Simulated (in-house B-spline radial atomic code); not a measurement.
Computed with a B-spline radial atomic code. Model: two electrons, singlet ground state, non-relativistic, full CI in B-splines with partial waves to l = 8 (at full coupling up to 3e-4 hartree above the limit, correlation up to 0.6 % small), density held at that of full coupling by Lieb maximisation.

W(λ) is the mean repulsion in the state of coupling λ less the Hartree energy of the fixed density. Its start is exact exchange, its initial slope is twice the second-order Görling-Levy correlation energy, and its area from 0 to 1 is E_xc. A straight curve means weak, dynamic correlation, and a curve that drops fast and flattens means strong correlation.

Command:
```bash
python run_ac.py task.json out
```
Settings (lengths in bohr, energies in hartree):
```
potential              coulomb
strength               3
lmax                   8
wall_radius            0.7
```

Run time, properties included: 1 s on 1 thread of Intel(R) Xeon(R) Processor @ 2.30GHz, on a shared host.

**W = mean repulsion less Hartree energy, and W of three functionals.**

Given: confinement point charge; nuclear charge 3; hard wall radius 0.7 bohr; external potential -Z/r.

Computed: PBE exchange minus exact 126.65 millihartree; SCAN exchange minus exact 7.753 millihartree.

```csv
coupling,W xc (hartree),W xc minus exchange (millihartree),kinetic minus Kohn-Sham (millihartree),LDA (PW92) W minus its exchange (millihartree),PBE W minus its exchange (millihartree),SCAN W minus its exchange (millihartree)
0,-2.9562,0,0,0,0,0
0.02,-2.9581,-1.937,0,-14.62,-2.71,-1.93
0.05,?,?,?,?,?,?
0.12,?,?,?,?,?,?
0.25,-2.98,-23.759,2.9,-107.45,-33.48,-23.21
0.4,-2.9938,-37.556,7.4,-150.95,-52.84,-36.5
0.6,-3.0116,-55.441,16.4,-200.29,-77.68,-53.63
0.8,-3.029,-72.763,28.5,-243.21,-101.43,-70.15
1,-3.0458,-89.546,43.6,-281.61,-124.18,-86.13
1.4,-3.0778,-121.58,81.9,-348.74,-166.91,-116.59
2,-3.1223,-166.1,157.4,-432.97,-225.03,-159.02
3,-3.1883,-232.09,321.6,-545.76,-309.15,-222.42
4.5,-3.2716,-315.36,631.8,-676.1,-413.3,-303.89
7,-3.3796,-423.39,1246.2,-834.93,-547.64,-412.95
10,-3.4752,-519.02,2051.7,-971.68,-668.1,-513.27
```

Problem. What belongs in the row 0.05?

Solution. W xc (hartree): -2.961; W xc minus exchange (millihartree): -4.831; kinetic minus Kohn-Sham (millihartree): 0.1; LDA (PW92) W minus its exchange (millihartree): -30.97; PBE W minus its exchange (millihartree): -6.78; SCAN W minus its exchange (millihartree): -4.78.

Problem. What belongs in the row 0.12?

Solution. W xc (hartree): -2.9677; W xc minus exchange (millihartree): -11.526; kinetic minus Kohn-Sham (millihartree): 0.7; LDA (PW92) W minus its exchange (millihartree): -61.77; PBE W minus its exchange (millihartree): -16.22; SCAN W minus its exchange (millihartree): -11.34.

Problem. What is the LDA exchange minus exact?

Solution. 428.28 millihartree.

**Energy parts, natural occupations and partial-wave weights.**

Computed: total energy -0.3609 hartree; exchange energy -2.9562 hartree; correlation energy -0.045984 hartree; initial slope twice GL2 -0.096992 hartree; kinetic part over minus potential part 0.48648; Hartree energy 5.9124 hartree; Kohn-Sham kinetic 22.766 hartree.

```json
{"natural": "s", "occupation of the shell (electrons)": "1.9978"}
{"natural": "p", "occupation of the shell (electrons)": "?"}
{"natural": "s", "occupation of the shell (electrons)": "0.00018225"}
{"natural": "d", "occupation of the shell (electrons)": "9.7102e-05"}
{"natural": "p", "occupation of the shell (electrons)": "2.3394e-05"}
{"natural": "f", "occupation of the shell (electrons)": "1.3245e-05"}
```

Problem. What belongs in the row p?

Solution. occupation of the shell (electrons): 0.0018945.

```tsv
wave	weight
s	0.99898
p	0.00095961
d	5.1116e-05
f	?
g	1.7224e-06
```

Problem. What belongs in the row f?

Solution. weight: 7.2854e-06.

Problem. What is the Lieb Oxford ratio E_xc over LDA exchange?

Solution. 1.1876.

Problem. What is the kinetic part of the DFT correlation energy?

Solution. 0.043562 hartree.

Half-way to full coupling W has made 52 % of its drop, against 50 % for a straight line, and second-order (GL2) theory, half the initial slope, overshoots the correlation energy by about 5 %: correlation is weak here. Over couplings 0 to 1 the errors in E_xc come to about +308 millihartree for LDA, +108 millihartree for PBE, +9.3 millihartree for SCAN, so SCAN is nearest. In LDA and PBE the errors of exchange and correlation have opposite signs, so the sum is smaller than the larger of the two.
